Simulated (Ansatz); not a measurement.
Reaction (ligand exchange at the Si–I bond): `CO[SiH](Cl)I` + H₂S → `CO[SiH](S)Cl` + HI

Isolated molecules relaxed with PBE0-D4/def2-TZVP in Ansatz; ΔE leaves out vibrations. CBS: MP2 limit from def2 TZ/QZ plus the TZ coupled-cluster correction, frozen cores. This one scheme is used for every species. DFT in def2-TZVPP. B3LYP here is the variant with VWN-RPA as its local correlation; programs differ in this. HSE06 is defined as in plane-wave codes. def2 core potentials past Kr. For I outer-core shells are correlated without core-valence functions, which leaves a few kJ/mol of doubt a bond. Each species was taken in one conformer, which may not be the lowest.

```tsv
level	ΔE (kJ/mol)	difference from CCSD(T)/CBS
LDA (SPW92)	15.9	-9.0
PBE-D4	19.6	-5.3
BLYP-D4	19.2	-5.7
r2SCAN-D4	19.3	-5.6
B97M-V	14.2	-10.7
PBE0-D4	20.8	-4.1
B3LYP-D4	20.6	-4.3
r2SCANh-D4	20.0	-4.9
r2SCAN0-D4	20.8	-4.1
HSE06-D4	21.1	-3.8
BHLYP-D4	23.5	-1.4
CAM-B3LYP-D4	18.6	-6.3
ωB97X-V	19.8	-5.1
ωB97M-V	20.0	-4.9
B2PLYP	20.8	-4.1
PBE-QIDH	22.0	-2.9
PBE	19.1	-5.8
revPBE	20.0	-4.9
BLYP	18.7	-6.2
r2SCAN	19.4	-5.5
B3LYP	19.6	-5.3
r2SCAN0	20.8	-4.1
HSE06	20.5	-4.4
BHLYP	20.7	-4.2
CAM-B3LYP	17.9	-7.0
RPA@PBE/def2-TZVPP	17.6	-7.3
HF/def2-SVP	20.1	-4.8
MP2/def2-SVP	18.4	-6.5
CCSD/def2-SVP	16.0	-8.9
CCSD(T)/def2-SVP	15.6	-9.3
HF/def2-TZVPP	23.3	-1.6
MP2/def2-TZVPP	24.2	-0.7
SCS-MP2/def2-TZVPP	22.5	-2.4
CCSD/def2-TZVPP	19.0	-5.9
CCSD(T)/def2-TZVPP	18.6	-6.3
HF/def2-QZVPP	24.1	-0.8
MP2/def2-QZVPP	28.1	3.2
SCS-MP2/def2-QZVPP	25.9	1.0
HF/CBS(def2)	24.2	-0.7
MP2/CBS(def2)	30.5	5.6
CCSD(T)/CBS	24.9	0
```

Largest T1 diagnostic among the species: 0.011.

Leaving LDA and LC-ωPBE aside and taking each functional with its dispersion term where it has one, the values spread over 9.3 kJ/mol, from B97M-V to BHLYP-D4. LDA lies −3.2 kJ/mol from PBE without D4. At CCSD(T), def2-SVP lies −9.3 kJ/mol from the extrapolated value and def2-TZVPP −6.3 kJ/mol.
